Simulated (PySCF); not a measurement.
Al(F)2(SMe) (CH₃AlF₂S), SMILES C[S][Al]([F])[F].

The structure is a stationary point at B3LYP-D3(BJ)/def2-SVP. The structure was generated by enumeration; whether it is a known compound was not checked. The values are those of a single conformer.

Two levels are set side by side: TDA-PBE/def2-SVPD (PySCF) and TDA-PBE0/def2-SVPD (PySCF). Vertical, same geometry. The lowest singlet is HOMO→LUMO 100 % with PBE and HOMO→LUMO 98 % with the other functional; states are paired by order. Differences are taken from unrounded values.

| quantity | TDA-PBE0 | TDA-PBE | TDA-PBE minus TDA-PBE0 |
|---|---|---|---|
| lowest singlet excitation (eV) | 5.19 | 4.60 | -0.59 |
| lowest triplet excitation (TDA) (eV) | 4.81 | 4.27 | -0.53 |
| first bright state (f over 0.05) (eV) | 7.04 | 6.44 | -0.61 |
| its oscillator strength | 0.26 | 0.23 | -0.03 |

A lower first singlet is the usual sign of a functional without exact exchange. Differences between two approximate levels are no errors against the true value.

Rough cost on one machine, each run with all the roots and properties that it gave: TDA-PBE0 against TDA-PBE about 2 times.
